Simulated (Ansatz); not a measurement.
`CCN(C)[Si](Cl)(OC)OC`. Charge 0, multiplicity 1. All single points use the PBE0-D4/def2-TZVP geometry. It is one conformer, not always the lowest.

```xyz
24

C     0.119    2.866   -0.565
C     0.179    1.472   -1.170
N    -0.609    0.475   -0.467
C    -2.042    0.611   -0.611
Si    0.019   -0.480    0.780
Cl   -0.232    0.306    2.667
O    -0.764   -1.905    0.885
C    -0.834   -2.810   -0.198
O     1.611   -0.623    0.487
C     2.568   -1.138    1.386
H    -0.901    3.257   -0.546
H     0.728    3.560   -1.148
H     0.496    2.858    0.461
H     1.215    1.129   -1.196
H    -0.168    1.505   -2.211
H    -2.554   -0.217   -0.117
H    -2.429    1.541   -0.177
H    -2.320    0.594   -1.672
H    -1.243   -2.332   -1.094
H    -1.487   -3.633    0.094
H     0.154   -3.213   -0.442
H     2.352   -2.180    1.643
H     2.599   -0.550    2.308
H     3.544   -1.092    0.902
```

(1) What is the dipole moment at B3LYP/def2-TZVPP? (Best estimate.)

(2) And with PBE, r2SCAN, ωB97M-V? (Estimate.)

(3) Give the Mulliken charges with B3LYP, PBE, ωB97M-V in def2-TZVPP. (An estimate is asked.)

Results:

(1) The calculation gave: 2.12 D, with components (0.48, -0.61, -1.97) D in this frame, pointing from negative to positive charge.

(2) The calculation gave: PBE 2.06 D, r2SCAN 2.13 D, ωB97M-V 2.11 D.

(3) Computed: 
```json
{"atom": "C1", "B3LYP": "-0.24", "PBE": "-0.25", "ωB97M-V": "-0.29"}
{"atom": "C2", "B3LYP": "-0.03", "PBE": "-0.04", "ωB97M-V": "-0.13"}
{"atom": "N3", "B3LYP": "-0.19", "PBE": "-0.11", "ωB97M-V": "-0.21"}
{"atom": "C4", "B3LYP": "-0.21", "PBE": "-0.21", "ωB97M-V": "-0.27"}
{"atom": "Si5", "B3LYP": "0.68", "PBE": "0.51", "ωB97M-V": "0.63"}
{"atom": "Cl6", "B3LYP": "-0.28", "PBE": "-0.25", "ωB97M-V": "-0.23"}
{"atom": "O7", "B3LYP": "-0.37", "PBE": "-0.29", "ωB97M-V": "-0.35"}
{"atom": "C8", "B3LYP": "-0.13", "PBE": "-0.14", "ωB97M-V": "-0.19"}
{"atom": "O9", "B3LYP": "-0.37", "PBE": "-0.29", "ωB97M-V": "-0.36"}
{"atom": "C10", "B3LYP": "-0.13", "PBE": "-0.14", "ωB97M-V": "-0.19"}
{"atom": "H11", "B3LYP": "0.07", "PBE": "0.07", "ωB97M-V": "0.09"}
{"atom": "H12", "B3LYP": "0.07", "PBE": "0.07", "ωB97M-V": "0.10"}
{"atom": "H13", "B3LYP": "0.08", "PBE": "0.08", "ωB97M-V": "0.10"}
{"atom": "H14", "B3LYP": "0.08", "PBE": "0.07", "ωB97M-V": "0.11"}
{"atom": "H15", "B3LYP": "0.06", "PBE": "0.05", "ωB97M-V": "0.09"}
{"atom": "H16", "B3LYP": "0.10", "PBE": "0.09", "ωB97M-V": "0.11"}
{"atom": "H17", "B3LYP": "0.10", "PBE": "0.09", "ωB97M-V": "0.12"}
{"atom": "H18", "B3LYP": "0.09", "PBE": "0.08", "ωB97M-V": "0.12"}
{"atom": "H19", "B3LYP": "0.10", "PBE": "0.09", "ωB97M-V": "0.12"}
{"atom": "H20", "B3LYP": "0.12", "PBE": "0.11", "ωB97M-V": "0.13"}
{"atom": "H21", "B3LYP": "0.10", "PBE": "0.10", "ωB97M-V": "0.12"}
{"atom": "H22", "B3LYP": "0.10", "PBE": "0.10", "ωB97M-V": "0.12"}
{"atom": "H23", "B3LYP": "0.10", "PBE": "0.10", "ωB97M-V": "0.12"}
{"atom": "H24", "B3LYP": "0.11", "PBE": "0.10", "ωB97M-V": "0.12"}
```

B3LYP here is the variant with VWN-RPA as its local correlation; programs differ in this.
